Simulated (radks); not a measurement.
Values are calculated unless marked as measured or tabulated.
Problem. Valence configurations of Zr (all share [Kr]). Code: a radial shooting solver on a logarithmic mesh with Libxc functionals. Model: Dirac Kohn-Sham, PBE, spin-unpolarised, spherical densities, point nucleus; open shells fill j = l - 1/2 first. Order these by energy: 4d2 5p2; 4d1.5 5s1 5p1.5; 4d2.5 5s0.5 5p1; 4d0.5 5s2 5p1.5; 4d1 5s2 5p1; 4d2 5s2; 4d1.5 5s2 5p0.5; 4d3 5s1; 4d2.5 5s1.5; 4d2 5s1 5p1.

Solution. From the lowest, in eV above it: 4d2 5s2 0.000; 4d2.5 5s1.5 0.489; 4d3 5s1 1.150; 4d1.5 5s2 5p0.5 1.263; 4d2 5s1 5p1 2.961; 4d1 5s2 5p1 2.972; 4d2.5 5s0.5 5p1 3.294; 4d1.5 5s1 5p1.5 4.454; 4d0.5 5s2 5p1.5 5.162; 4d2 5p2 6.040. NIST lists [Kr] 4d2 5s2 as the ground configuration; this level of theory agrees among the configurations tried. The energies are those of spherical spin-averaged densities, not of single terms.
